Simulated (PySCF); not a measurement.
PySCF job for Mo(O)(Cl)(OH)3 (ClH3MoO4), SMILES [OH][Mo](=[O])([OH])([OH])[Cl], multiplicity 1, PBE-D3(BJ)/def2-SVP. Geometry optimised at PBE-D3(BJ)/def2-SVP. The spin state was assumed, not searched. The structure was generated by enumeration; whether it is a known compound was not checked. The def2 effective core potentials stand for the cores of Mo; spin–orbit coupling is left out. One conformer was computed; it need not be the lowest.

```python
import numpy as np
from pyscf import gto, scf, dft, df
from pyscf.hessian import thermo

mol = gto.M(
    atom='''
    Mo    0.31601022    0.13767085   -0.02555400
    O     0.73216305    1.76513973   -0.00120307
    Cl   -2.04036777   -0.55603665    0.08684657
    O     1.88080974   -0.89850551   -0.10652845
    H     2.64500338   -0.67479241    0.46108790
    O     0.05409980   -0.08474185    1.83359651
    H    -0.72287422   -0.59797155    2.13891727
    O    -0.11277370   -0.09467412   -1.84038054
    H    -0.94269735   -0.55453491   -2.08700488
    ''',
    basis='def2-SVP',
    ecp={'Mo': 'def2-svp'},
    charge=0,
    spin=0,
    max_memory=1600,
    verbose=3,
)
mf = dft.RKS(mol, xc='pbe').density_fit(auxbasis='def2-universal-jkfit')
mf.disp = 'd3bj'
mf.grids.level = 3
mf.conv_tol = 1e-11
mf.max_cycle = 100
mf.kernel()

# [left out here: the lines that compute and print the analytic Hessian (its translational invariance restored by hand, since the grid's response is missing), thermochemistry and intensities]
```

It prints:

```
converged SCF energy = -830.473724803039

WARN: DFTD3 does not support analytical Hessian, using finite difference


WARN: Mole.unit (angstrom) is changed to Bohr

Mode                                 0                   1                   2
Irrep
Freq [cm^-1]                       54.9367            148.1742            214.6105
Reduced mass [au]                  10.9825              1.8192              3.0111
Force const [Dyne/A]                0.0195              0.0235              0.0817
Char temp [K]                      79.0417            213.1896            308.7767
Normal mode                   x     y     z       x     y     z       x     y     z
       0  Mo                 0.00 -0.02  0.00    0.02 -0.01  0.01   -0.02 -0.01  0.03
       1   O                -0.09  0.00  0.00    0.07 -0.03 -0.01   -0.08  0.00 -0.01
       2  Cl                -0.03  0.09  0.00   -0.03 -0.02 -0.01    0.05  0.02 -0.04
       3   O                 0.08  0.09 -0.00    0.04  0.04 -0.01   -0.04 -0.05 -0.08
       4   H                 0.09  0.17 -0.04    0.25  0.36 -0.42    0.17  0.16 -0.44
       5   O                 0.02 -0.09 -0.01   -0.08  0.03 -0.00    0.03  0.06  0.05
       6   H                -0.01 -0.04 -0.01   -0.20  0.18 -0.05    0.12  0.02  0.16
       7   O                 0.02 -0.09  0.01   -0.07  0.02  0.02    0.05  0.00 -0.01
       8   H                -0.00 -0.05  0.01   -0.19  0.19  0.11    0.05  0.04 -0.07
Mode                                 3                   4                   5
Irrep
Freq [cm^-1]                      229.5390            265.2186            278.1987
Reduced mass [au]                   6.8011              4.5433              3.5313
Force const [Dyne/A]                0.2111              0.1883              0.1610
Char temp [K]                     330.2555            381.5905            400.2661
Normal mode                   x     y     z       x     y     z       x     y     z
       0  Mo                 0.00 -0.03 -0.02   -0.04 -0.01 -0.01    0.00 -0.03  0.01
       1   O                -0.09 -0.01 -0.01    0.12 -0.06  0.02    0.00 -0.03 -0.00
       2  Cl                 0.03  0.02  0.03   -0.01 -0.00  0.02   -0.03  0.00 -0.06
       3   O                 0.02 -0.01  0.11    0.02  0.08  0.03    0.06  0.06 -0.05
       4   H                 0.02  0.04  0.09    0.00  0.30 -0.04   -0.15 -0.23  0.34
       5   O                -0.01  0.03 -0.01    0.06  0.02  0.02    0.07  0.09  0.04
       6   H                -0.08  0.16  0.03    0.14 -0.06  0.10    0.14  0.04  0.14
       7   O                -0.02  0.13 -0.04    0.07  0.03 -0.05   -0.06  0.03  0.03
       8   H                -0.04  0.21 -0.13    0.15 -0.03 -0.18   -0.09  0.07  0.06
Mode                                 6                   7                   8
Irrep
Freq [cm^-1]                      288.7085            311.8977            334.3927
Reduced mass [au]                   7.2756              7.0662              9.3642
Force const [Dyne/A]                0.3573              0.4050              0.6169
Char temp [K]                     415.3872            448.7514            481.1166
Normal mode                   x     y     z       x     y     z       x     y     z
       0  Mo                -0.01  0.01  0.01   -0.01  0.00 -0.03    0.03  0.01 -0.01
       1   O                 0.02  0.01 -0.10    0.01 -0.00  0.16   -0.05  0.02  0.05
       2  Cl                 0.01 -0.00 -0.05    0.05  0.01 -0.02   -0.12 -0.03  0.01
       3   O                -0.03 -0.02  0.11   -0.01 -0.01  0.06   -0.01 -0.06  0.04
       4   H                 0.07  0.17 -0.09    0.02  0.14 -0.04    0.10  0.07 -0.16
       5   O                 0.10 -0.09  0.02    0.03  0.05 -0.01    0.08  0.04 -0.01
       6   H                 0.12 -0.07  0.08    0.12 -0.08  0.00    0.14 -0.02  0.04
       7   O                -0.08  0.02  0.02   -0.09 -0.09 -0.00    0.05  0.01 -0.01
       8   H                -0.08 -0.02  0.11   -0.20  0.07  0.08    0.03  0.06 -0.05
Mode                                 9                  10                  11
Irrep
Freq [cm^-1]                      441.6358            458.0156            607.0098
Reduced mass [au]                   1.1854              1.2184              1.7722
Force const [Dyne/A]                0.1362              0.1506              0.3847
Char temp [K]                     635.4157            658.9824            873.3520
Normal mode                   x     y     z       x     y     z       x     y     z
       0  Mo                 0.01 -0.00  0.00   -0.01  0.01  0.00   -0.01  0.01  0.00
       1   O                -0.01 -0.01 -0.04    0.01  0.01 -0.03   -0.00  0.01 -0.00
       2  Cl                -0.00  0.01  0.01    0.00 -0.01  0.01    0.00 -0.00 -0.00
       3   O                 0.02 -0.01  0.01   -0.03  0.02 -0.00    0.07 -0.10 -0.04
       4   H                 0.02  0.04 -0.01   -0.05 -0.11  0.07   -0.33  0.58  0.26
       5   O                -0.07  0.03 -0.00    0.02 -0.03 -0.00   -0.00 -0.00 -0.07
       6   H                 0.42 -0.78 -0.13   -0.03  0.08  0.05    0.03  0.06  0.10
       7   O                -0.00  0.02 -0.00    0.06 -0.06  0.01    0.01  0.01  0.08
       8   H                -0.09  0.15  0.03   -0.37  0.79 -0.13    0.02  0.07 -0.06
Mode                                12                  13                  14
Irrep
Freq [cm^-1]                      652.2366            661.9389            707.6362
Reduced mass [au]                   1.2597              3.8636              7.0131
Force const [Dyne/A]                0.3157              0.9974              2.0691
Char temp [K]                     938.4232            952.3827           1018.1310
Normal mode                   x     y     z       x     y     z       x     y     z
       0  Mo                 0.00 -0.00  0.01   -0.01 -0.01  0.01   -0.01  0.01  0.05
       1   O                -0.00  0.00  0.00    0.01 -0.01  0.01    0.00  0.01 -0.00
       2  Cl                 0.00 -0.00  0.01    0.01  0.00 -0.00   -0.00 -0.00 -0.00
       3   O                -0.01  0.00 -0.00   -0.01  0.03  0.03    0.07 -0.04 -0.00
       4   H                -0.05  0.02  0.05    0.22 -0.29 -0.17    0.03 -0.03  0.05
       5   O                -0.03 -0.02 -0.05    0.01  0.02 -0.19    0.03  0.01 -0.07
       6   H                 0.17  0.08  0.55    0.14  0.02  0.11   -0.04  0.02 -0.20
       7   O                 0.04  0.01 -0.08    0.01  0.01  0.09   -0.05 -0.03 -0.16
       8   H                -0.17 -0.04  0.64    0.09 -0.01 -0.12   -0.05  0.01 -0.22
Mode                                15                  16                  17
Irrep
Freq [cm^-1]                      720.6897            791.5483           1023.0518
Reduced mass [au]                   3.0433              1.3470             16.2337
Force const [Dyne/A]                0.9313              0.4972             10.0107
Char temp [K]                    1036.9120           1138.8617           1471.9437
Normal mode                   x     y     z       x     y     z       x     y     z
       0  Mo                 0.03 -0.02  0.02   -0.03 -0.00 -0.00    0.01  0.04  0.00
       1   O                -0.02 -0.00 -0.00   -0.01 -0.03  0.00   -0.06 -0.22 -0.00
       2  Cl                 0.00  0.00 -0.00    0.01  0.00 -0.00    0.00 -0.00 -0.00
       3   O                -0.15  0.08 -0.01    0.04 -0.02  0.00   -0.01  0.00 -0.00
       4   H                -0.32  0.33  0.12    0.06 -0.04 -0.03   -0.02  0.01  0.01
       5   O                 0.02  0.02 -0.06    0.06  0.03 -0.02   -0.00 -0.01 -0.01
       6   H                -0.02 -0.04 -0.26   -0.16 -0.01 -0.60    0.01  0.02  0.06
       7   O                -0.00  0.00 -0.02    0.06  0.02  0.02   -0.00 -0.01  0.01
       8   H                 0.01 -0.04  0.03   -0.12  0.03  0.57    0.00  0.02 -0.05
Mode                                18                  19                  20
Irrep
Freq [cm^-1]                     3654.8292           3662.4655           3710.4128
Reduced mass [au]                   1.0657              1.0669              1.0668
Force const [Dyne/A]                8.3874              8.4317              8.6532
Char temp [K]                    5258.4855           5269.4725           5338.4579
Normal mode                   x     y     z       x     y     z       x     y     z
       0  Mo                -0.00  0.00 -0.00    0.00 -0.00  0.00    0.00 -0.00 -0.00
       1   O                 0.00  0.00  0.00    0.00  0.00 -0.00   -0.00 -0.00 -0.00
       2  Cl                -0.00 -0.00 -0.00   -0.00 -0.00  0.00    0.00  0.00  0.00
       3   O                -0.00 -0.00 -0.00   -0.00 -0.00 -0.00   -0.05 -0.01 -0.03
       4   H                 0.00  0.00  0.00    0.05  0.01  0.04    0.76  0.21  0.55
       5   O                 0.02  0.01 -0.01   -0.04 -0.03  0.02    0.00  0.00 -0.00
       6   H                -0.33 -0.22  0.14    0.68  0.45 -0.29   -0.04 -0.03  0.02
       7   O                -0.05 -0.03 -0.01   -0.02 -0.01 -0.01    0.00  0.00  0.00
       8   H                 0.73  0.41  0.24    0.35  0.20  0.12   -0.03 -0.02 -0.01
temperature 298.1500 [K]
pressure 101325.00 [Pa]
Rotational constants [GHz] 2.71805 1.64046 1.41438
Symmetry number 1
Zero-point energy (ZPE) 0.04378 [Eh]   114944.064 [J/mol]
                           tot       elec      trans        rot        vib
Entropy [J/mol/K]       385.660      0.000    174.726    118.506     92.428
Cv [J/mol/K]            125.723      0.000     12.472     12.472    100.780
Cp [J/mol/K]            134.038      0.000     20.786     12.472    100.780
Internal energy [J/mol]                      3718.434   3718.434 130520.938
Internal energy [Eh]   -830.42118  -830.47372
Enthalpy [J/mol]                             6197.391   3718.434 130520.938
Enthalpy [Eh]          -830.42024
Gibbs free energy [J/mol]                  -45897.129 -31614.217 102963.617
Gibbs free energy [Eh] -830.46403
mode   freq/cm-1   IR/(km/mol)
   1       54.94         0.420
   2      148.17        56.561
   3      214.61         2.970
   4      229.54         8.323
   5      265.22         7.873
   6      278.20        59.044
   7      288.71         5.669
   8      311.90         5.800
   9      334.39        43.110
  10      441.64        41.832
  11      458.02        59.559
  12      607.01       202.410
  13      652.24       529.513
  14      661.94        46.881
  15      707.64        84.738
  16      720.69        32.877
  17      791.55        33.153
  18     1023.05       126.098
  19     3654.83       139.618
  20     3662.47       191.952
  21     3710.41       207.988
max |gradient| / (hartree/bohr): 0.000108822501320905
APT charges: [ 2.1974 -0.5699 -0.4948 -0.7737  0.3485 -0.6997  0.3415 -0.697   0.3478]
```

Self-consistency was reached.

Cost: about 3 core-minutes (a rough figure).
